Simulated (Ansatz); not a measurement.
Reaction (formal loss of a carbene): `CCCC(=O)OCC` → `CCOC(=O)CC` + `[CH2]` (triplet)

Computed with Ansatz on PBE0-D4/def2-TZVP structures; ΔE is electronic, products minus reactants. CBS: MP2 limit from def2 TZ/QZ plus the TZ coupled-cluster correction, frozen cores. This one scheme is used for every species. DFT in def2-TZVPP. B3LYP here is the variant with VWN-RPA as its local correlation; programs differ in this. Triplets are unrestricted, without spin–orbit coupling. Each species was taken in one conformer, which may not be the lowest.

```csv
level,ΔE (kJ/mol),difference from CCSD(T)/CBS
PBE-D4,440.7,4.3
r2SCAN-D4,412.0,-24.4
B3LYP-D4,427.0,-9.4
ωB97X-V,446.4,10.0
ωB97M-V,438.2,1.8
B2PLYP,424.2,-12.2
PBE,433.1,-3.3
MP2/def2-TZVPP,438.5,2.1
CCSD(T)/def2-TZVPP,425.5,-10.9
HF/CBS(def2),285.8,-150.6
CCSD(T)/CBS,436.4,0
```

Largest T1 diagnostic among the species: 0.013.

In def2-TZVPP, CCSD(T) changes the Hartree–Fock value by +139.6 kJ/mol (the triples alone add +11.6 kJ/mol) and MP2 by +152.7 kJ/mol. From PBE to PBE0 (25 % exact exchange), in def2-TZVPP and without D4, ΔE moves by −7.1 kJ/mol.

CCSD(T)/CBS has its own doubt, a few kJ/mol and more with outer-core shells, so smaller differences from it don't rank the levels.
